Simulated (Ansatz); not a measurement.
## Ge10H16 nanodot `[GeH2]1[GeH]2[GeH2][GeH]3[GeH2][GeH]1[GeH2][GeH]([GeH2]2)[GeH2]3` (charge 0, multiplicity 1)

All values below come from CAM-B3LYP-D3(BJ)/def2-SVP // GFN2-xTB run with Ansatz (a quantum-chemistry and plane-wave program).

```
Quantity                                                        Result
--------------------------------------  ------------------------------
HOMO                                                          -8.72 eV
dipole moment                                                   0.02 D
LUMO                                                           0.48 eV
HOMO–LUMO gap                                                  9.20 eV
vertical ionisation energy (Delta-SCF)                         9.10 eV
total energy                                             -565409.93 eV
cost                                    around 90 core-minutes (rough)
```

Bonded distances (Å): Ge1–Ge2 2.427, Ge1–Ge6 2.427, Ge1–H11 1.519, Ge1–H12 1.519, Ge2–Ge3 2.426, Ge2–Ge9 2.426, Ge2–H13 1.530, Ge3–Ge4 2.426, Ge3–H14 1.519, Ge3–H15 1.519, Ge4–Ge5 2.427, Ge4–Ge10 2.427, Ge4–H16 1.531, Ge5–Ge6 2.428, Ge5–H17 1.519, Ge5–H18 1.519, Ge6–Ge7 2.427, Ge6–H19 1.530, Ge7–Ge8 2.427, Ge7–H20 1.519, Ge7–H21 1.519, Ge8–Ge9 2.427, Ge8–Ge10 2.427, Ge8–H22 1.531, Ge9–H23 1.519, Ge9–H24 1.519, Ge10–H25 1.519, Ge10–H26 1.519. Bond angles (°): Ge2–Ge1–Ge6 110.6, Ge2–Ge1–H11 111.0, Ge2–Ge1–H12 110.9, Ge6–Ge1–H11 110.9, Ge6–Ge1–H12 110.8, H11–Ge1–H12 102.3, Ge1–Ge2–Ge3 108.8, Ge1–Ge2–Ge9 108.9, Ge1–Ge2–H13 110.0, Ge3–Ge2–Ge9 109.0, Ge3–Ge2–H13 110.1, Ge9–Ge2–H13 110.1, Ge2–Ge3–Ge4 110.6, Ge2–Ge3–H14 110.9, Ge2–Ge3–H15 110.9, Ge4–Ge3–H14 110.9, Ge4–Ge3–H15 110.9, H14–Ge3–H15 102.4, Ge3–Ge4–Ge5 109.0, Ge3–Ge4–Ge10 108.9, Ge3–Ge4–H16 110.1, Ge5–Ge4–Ge10 108.8, Ge5–Ge4–H16 110.0, Ge10–Ge4–H16 110.0, Ge4–Ge5–Ge6 110.7, Ge4–Ge5–H17 110.9, Ge4–Ge5–H18 111.0, Ge6–Ge5–H17 110.8, Ge6–Ge5–H18 110.9, H17–Ge5–H18 102.3, Ge1–Ge6–Ge5 108.8, Ge1–Ge6–Ge7 108.9, Ge1–Ge6–H19 110.1, Ge5–Ge6–Ge7 108.9, Ge5–Ge6–H19 110.1, Ge7–Ge6–H19 110.1, Ge6–Ge7–Ge8 110.6, Ge6–Ge7–H20 111.0, Ge6–Ge7–H21 110.8, Ge8–Ge7–H20 111.0, Ge8–Ge7–H21 110.9, H20–Ge7–H21 102.3, Ge7–Ge8–Ge9 108.7, Ge7–Ge8–Ge10 109.1, Ge7–Ge8–H22 110.0, Ge9–Ge8–Ge10 108.9, Ge9–Ge8–H22 110.0, Ge10–Ge8–H22 110.1, Ge2–Ge9–Ge8 110.7, Ge2–Ge9–H23 110.9, Ge2–Ge9–H24 110.9, Ge8–Ge9–H23 110.9, Ge8–Ge9–H24 110.9, H23–Ge9–H24 102.3, Ge4–Ge10–Ge8 110.6, Ge4–Ge10–H25 111.0, Ge4–Ge10–H26 110.9, Ge8–Ge10–H25 110.9, Ge8–Ge10–H26 110.8, H25–Ge10–H26 102.4.
Charge 0, spin multiplicity 1.
